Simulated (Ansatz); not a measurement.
C$_{3}$H$_{2}$F$_{3}$N, SMILES `N#CCC(F)(F)F`. Total charge 0; spin multiplicity 1. All single points use the PBE0-D4/def2-TZVP geometry.

```xyz
9

N     2.519   -0.693    0.397
C     1.465   -0.513   -0.020
C     0.137   -0.294   -0.564
C    -0.777    0.442    0.400
F    -0.299    1.646    0.708
F    -1.976    0.607   -0.166
F    -0.947   -0.238    1.532
H     0.205    0.295   -1.481
H    -0.327   -1.252   -0.805
```

(1) What is the dipole moment at B3LYP/def2-TZVPP? (Estimate.)

(2) And with PBE, r2SCAN, ωB97M-V? (An estimate is asked.)

(3) Give the Mulliken charges with B3LYP, ωB97M-V, PBE in def2-TZVPP. (Estimate.)

Results:

(1) Ansatz gave: 3.29 D, with components (-2.16, -0.34, -2.47) D in this frame, pointing from negative to positive charge.

(2) Computed: PBE 3.24 D, r2SCAN 3.32 D, ωB97M-V 3.29 D.

(3) Computed: 
```
atom  B3LYP  ωB97M-V    PBE
  N1   0.04     0.00   0.10
  C2  -0.26    -0.20  -0.33
  C3  -0.05    -0.11  -0.03
  C4   0.50     0.46   0.38
  F5  -0.16    -0.15  -0.12
  F6  -0.17    -0.16  -0.12
  F7  -0.16    -0.15  -0.12
  H8   0.13     0.15   0.13
  H9   0.13     0.15   0.13
```

B3LYP here is the variant with VWN-RPA as its local correlation; programs differ in this.
